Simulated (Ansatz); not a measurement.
Abridged output of a molecular run in Ansatz:

```
Functional definition: HF
1607 factors; integrals over basis functions are off by at most 9.1e-4 eV
mean field evaluation 1: about -27232.2406 eV, gradient 4.0e1 eV
mean field evaluation 2: about -27232.6431 eV, gradient 4.1e1 eV
mean field evaluation 4: about -27236.3794 eV, gradient 4.7e0 eV
mean field evaluation 8: about -27236.4668 eV, gradient 3.5e-1 eV
mean field evaluation 16: about -27236.4674 eV, gradient 1.6e-6 eV
mean field -27236.46737224 eV, -1000.9217143890 hartree, gradient 1.6e-6 eV, S^2 0.000000; 0 other end points of the search recorded, 0 dependent functions left out
14 core orbitals not correlated: weight in the atoms' cores, before any rotation towards them, 1.000 or more for the frozen orbitals, at most 0.000 for the correlated occupied ones
reference -27236.46737224 eV, -1000.9217143890 hartree; 18, 18 occupied and 232, 232 virtual orbitals, 1607 factors
second order -30.30243903 eV of doubles, -0.00000000 eV of singles
cycle   1  -30.53335938 eV  change   -2.3e-1 eV  update   1.2e-1
cycle   2  -31.26201244 eV  change   -7.3e-1 eV  update   3.6e-2
cycle   3  -31.43317711 eV  change   -1.7e-1 eV  update   1.8e-2
cycle   4  -31.41714801 eV  change    1.6e-2 eV  update   4.0e-3
cycle   5  -31.41469979 eV  change    2.4e-3 eV  update   2.0e-3
cycle   6  -31.41617759 eV  change   -1.5e-3 eV  update   6.7e-4
cycle   7  -31.41590873 eV  change    2.7e-4 eV  update   2.9e-4
cycle   8  -31.41578450 eV  change    1.2e-4 eV  update   8.8e-5
cycle   9  -31.41582295 eV  change   -3.8e-5 eV  update   3.4e-5
cycle  10  -31.41583290 eV  change   -1.0e-5 eV  update   1.2e-5
perturbative correction -1.26440436 eV, -0.0464660031 hartree
Total energy: -27269.14760950 eV, -1002.1226909569 hartree
```

Its atoms:

```xyz
10

F    -1.6341   -0.5301   -1.0457
C    -0.8537    0.0400   -0.0865
Cl   -1.8941    0.9172    1.0445
C     0.0858   -0.9732    0.6028
O     1.3664   -0.3659    0.3490
Si    0.7856    0.8872   -0.5854
H    -0.0846   -1.0736    1.6756
H     0.0133   -1.9488    0.1135
H     1.0633    2.2388   -0.0461
H     1.1521    0.8083   -2.0216
```

(1) Which basis set was used?
A. def2-TZVPP
B. cc-pV(Q+d)Z
C. cc-pV(D+d)Z
D. def2-QZVPP

(2) Write the keys of the input that set method, charge and spin (a neutral closed shell needs none for the last two).

Results:

(1) A. It gives 264 functions.

(2) 
```yaml
correlation: {method: ccsd_t}
```
